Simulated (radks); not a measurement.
Q: Isoelectronic series with 29 electrons, each ion in its NIST ground configuration. Method: scalar-relativistic Kohn-Sham, PBE, spin-polarised, spherical densities, finite nucleus; open shells are filled with parallel spins first (spin-orbit coupling, left out, can overturn this in heavy ions); Fermi nuclear charge, rms radius of each element as measured or else 0.836 A^(1/3) + 0.57 fm; computed with a radial shooting solver on a logarithmic mesh with Libxc functionals. Total energies (hartree) and mean radii <r> (bohr) (* marks an orbital that is empty in some or all of the ions):

ion,configuration,E (hartree),4s down*,3d down,4s up
Cu,[Ar] 3d10 4s1,-1654.85043,2.936,1.033,2.906
Ga2+,[Ar] 3d10 4s1,-1942.95414,2.064,0.7939,2.070
As4+,[Ar] 3d10 4s1,-2256.93266,1.666,0.6648,1.673
Br6+,[Ar] 3d10 4s1,-2596.76125,1.418,0.5779,1.424
Rb8+,[Ar] 3d10 4s1,-2962.53722,1.241,0.5136,1.246
Nb12+,[Ar] 3d10 4s1,-3772.58029,1.002,0.4230,1.006
Tc14+,[Ar] 3d10 4s1,-4217.25301,0.9158,0.3893,0.9188
Rh16+,[Ar] 3d10 4s1,-4688.67334,0.8437,0.3609,0.8462
Ag18+,[Ar] 3d10 4s1,-5187.10613,0.7824,0.3365,0.7846
In20+,[Ar] 3d10 4s1,-5712.83524,0.7295,0.3152,0.7313
I24+,[Ar] 3d10 4s1,-6847.44061,0.6425,0.2801,0.6439
Cs26+,[Ar] 3d10 4s1,-7457.0045,0.6062,0.2653,0.6075
La28+,[Ar] 3d10 4s1,-8095.2410,0.5737,0.2521,0.5749
Pr30+,[Ar] 3d10 4s1,-8762.5592,0.5444,0.2401,0.5454
Pm32+,[Ar] 3d10 4s1,-9459.3854,0.5178,0.2292,0.5187
Eu34+,[Ar] 3d10 4s1,-10186.1676,0.4935,0.2192,0.4943
Tb36+,[Ar] 3d10 4s1,-10943.4779,0.4713,0.2101,0.4720
Ho38+,[Ar] 3d10 4s1,-11731.7311,0.4508,0.2017,0.4514
Tm40+,[Ar] 3d10 4s1,-12551.5987,0.4319,0.1939,0.4324

Estimate the row of Sb22+ ([Ar] 3d10 4s1).

A: E (hartree) -6266.16990; 4s down* 0.6833; 3d down 0.2966; 4s up 0.6849.
